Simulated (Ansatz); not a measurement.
`N[SiH](N)[Ga]([F])[Cl]` + acetylene → `C#[C][Ga]([F])[Cl]` + `N[SiH2]N`  (formal exchange of groups at a Ga–Si bond)

Gas-phase electronic energies from Ansatz, PBE0-D4/def2-TZVP geometries. CBS: MP2 limit from def2 TZ/QZ plus the TZ coupled-cluster correction, frozen cores. This one scheme is used for every species. DFT in def2-TZVPP. B3LYP here is the variant with VWN-RPA as its local correlation; programs differ in this. HSE06 is defined as in plane-wave codes. For Ga outer-core shells are correlated without core-valence functions, which leaves a few kJ/mol of doubt a bond. Scalar relativity is left out up to krypton. Each species was taken in one conformer, which may not be the lowest.

| level | ΔE (kcal/mol) | difference from CCSD(T)/CBS |
| --- | --- | --- |
| LDA (SPW92) | 5.0 | 5.3 |
| PBE-D4 | 5.0 | 5.3 |
| revPBE-D4 | 4.5 | 4.8 |
| BLYP-D4 | 4.6 | 4.9 |
| r2SCAN-D4 | 1.5 | 1.8 |
| B97M-V | 0.6 | 0.9 |
| PBE0-D4 | 2.7 | 3.0 |
| B3LYP-D4 | 2.8 | 3.1 |
| r2SCAN0-D4 | 0.4 | 0.7 |
| HSE06-D4 | 2.6 | 2.9 |
| BHLYP-D4 | 0.4 | 0.7 |
| CAM-B3LYP-D4 | 0.9 | 1.2 |
| ωB97X-V | -0.2 | 0.1 |
| ωB97M-V | 0.5 | 0.8 |
| B2PLYP | -0.9 | -0.6 |
| PBE-QIDH | -1.6 | -1.3 |
| PBE | 4.0 | 4.3 |
| revPBE | 3.2 | 3.5 |
| r2SCAN | 1.2 | 1.5 |
| PBE0 | 1.7 | 2.0 |
| B3LYP | 1.2 | 1.5 |
| r2SCANh | 0.7 | 1.0 |
| r2SCAN0 | 0.0 | 0.3 |
| HSE06 | 1.7 | 2.0 |
| BHLYP | -1.4 | -1.1 |
| CAM-B3LYP | -0.1 | 0.2 |
| LC-ωPBE | -0.3 | 0.0 |
| RPA@PBE/def2-TZVPP | -3.3 | -3.0 |
| HF/def2-SVP | -5.7 | -5.4 |
| MP2/def2-SVP | -5.2 | -4.9 |
| CCSD/def2-SVP | -4.0 | -3.7 |
| CCSD(T)/def2-SVP | -3.8 | -3.5 |
| HF/def2-TZVPP | -5.9 | -5.6 |
| MP2/def2-TZVPP | -3.7 | -3.4 |
| CCSD/def2-TZVPP | -2.9 | -2.6 |
| CCSD(T)/def2-TZVPP | -2.6 | -2.3 |
| HF/def2-QZVPP | -6.0 | -5.7 |
| SCS-MP2/def2-QZVPP | -3.3 | -3.0 |
| MP2/CBS(def2) | -1.5 | -1.2 |
| CCSD/CBS(def2) | -0.7 | -0.4 |
| CCSD(T)/CBS | -0.3 | 0 |

Question: What do rigid-rotor, harmonic-oscillator terms from PBE0-D4/def2-TZVP frequencies (298.15 K, 1 bar) make of the CCSD(T)/CBS value? (An estimate is asked.)

Answer: Ansatz gave: ΔZPE = -0.7 kcal/mol, ΔH = -1.7 kcal/mol, ΔS = 5 J/(mol·K), ΔG = -2.0 kcal/mol. Modes under 50 cm⁻¹ make the entropy rough.

Largest T1 diagnostic among the species: 0.014.

The D4 term adds +1.6 kcal/mol with B3LYP and +0.9 kcal/mol with PBE0; it sums over pairs of atoms, weighted by their polarisabilities, and B3LYP, whose exchange is more repulsive, gets the larger term. In def2-TZVPP, CCSD(T) changes the Hartree–Fock value by +3.3 kcal/mol (the triples alone add +0.4 kcal/mol) and MP2 by +2.2 kcal/mol.
